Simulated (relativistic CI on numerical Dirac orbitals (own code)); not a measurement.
**Slater and spin-orbit integrals, Zn²³⁺**

Computed by Dirac-Coulomb-Breit CI, separate exchange-only KLI orbitals for each configuration, a model potential for QED, unscaled Slater integrals (own radial code, finite nucleus).

Slater integrals F^k, G^k are unscaled and averaged over j, outside the closed core 1s2; ζ comes from projecting the Hamiltonian with its Breit term on Σ l·s of the shell.

- 2s²2p³: F^2(2p,2p) = 515740, ζ(2p) = 140530 cm⁻¹; <r>(2p) = 0.1848, <r^2>(2p) = 0.04136 (bohr units).
- 2s2p⁴: F^2(2p,2p) = 514270, G^1(2s,2p) = 554990, ζ(2p) = 139360 cm⁻¹; <r>(2s) = 0.2143, <r^2>(2s) = 0.05385, <r>(2p) = 0.1853, <r^2>(2p) = 0.04159 (bohr units).
- 2p⁵: ζ(2p) = 138230 cm⁻¹; <r>(2p) = 0.186, <r^2>(2p) = 0.04191 (bohr units).

Averages of the first 10 configurations, taken without configuration mixing, which lowers the lowest level and can move excited configurations by several eV; other configurations of the list can lie among them:

| Configuration | Parity | States | Average energy above the lowest level (eV) |
| --- | --- | --- | --- |
| 2s²2p³ | odd | 20 | 33.1 |
| 2s2p⁴ | even | 30 | 161.7 |
| 2p⁵ | odd | 6 | 312.3 |
| 2p⁴3s | even | 30 | 1530.6 |
| 2p⁴3p | odd | 90 | 1565.9 |
| 2p⁴3d | even | 150 | 1605.3 |
| 2s²2p²3s | even | 30 | 1280.4 |
| 2s²2p²3p | odd | 90 | 1319.0 |
| 2s²2p²3d | even | 150 | 1358.8 |
| 2s2p³3s | odd | 80 | 1394.3 |
